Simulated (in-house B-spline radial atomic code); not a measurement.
## RPA and G0W0 on wB97X: the bromine ion Br⁷⁺

Configuration [Ar] 3d10, mean-field start wB97X. Computed with an all-electron radial atomic-structure program (B-spline basis): all electrons, scalar-relativistic (spin-free one-electron X2C), finite nucleus, each spin shell either full or empty, empty states to l = 9 with an (l + 1/2)⁻⁴ tail; G0W0 by contour deformation at full frequency.

Command:
```bash
python run_gw.py task.json out
```
Settings (radii: box in bohr, nucleus in fm):
```
Z                        35
electrons                28
configuration            [Ar] 3d10
hamiltonian              x2c
method                   wb97x
lmax                     9
rms_radius               4.1629
spin_polarised           False
box_radius               8.41
intervals                67
```

Run time, properties included: 3.8 s on 1 thread of Arm Neoverse N1, with other jobs on the host.

Energies (hartree):

| term | value |
| --- | --- |
| mean-field total | -2592.99498 |
| Hartree-Fock functional on these orbitals | -2591.36000 |
| direct second order | -2.3496 |
| second-order exchange | 0.68651 |
| SOSEX correction | 0.64384 |

Task: What is the RPA correlation energy, and what remains with SOSEX?

Result: RPA gives -2.0988 hartree (-2.04 eV per electron); RPA + SOSEX gives -1.455, and the second-order doubles -1.6631 hartree (no singles). RPA lacks exchange-type terms and so overcorrelates at short range.

Quasi-particle levels (eV):

```
level  occupied  mean field  Σx - vxc     Σc  QP weight     G0W0
   3d       yes     -182.54    -12.77      ?          ?        ?
   3p       yes     -291.82    -22.72   7.34      0.914  -307.20
   4s        no     -103.73      2.28  -1.36      0.994  -102.81
```

G0W0 = mean field + (Σx - vxc) + Σc, with Σc (partial-wave tail included) taken at the quasi-particle energy. Only the outer levels were computed. Levels of low weight are left out.

Task: Where does G0W0 put 3d?

Result: At -193.35 eV, with Σc = 1.96 eV and a quasi-particle weight of 0.972. The tabulated removal energy is 192.61 ± 0.06 eV (NIST, measured); the calculation leaves out spin-orbit coupling, Breit and QED terms, and what these don't explain is the method's own error.
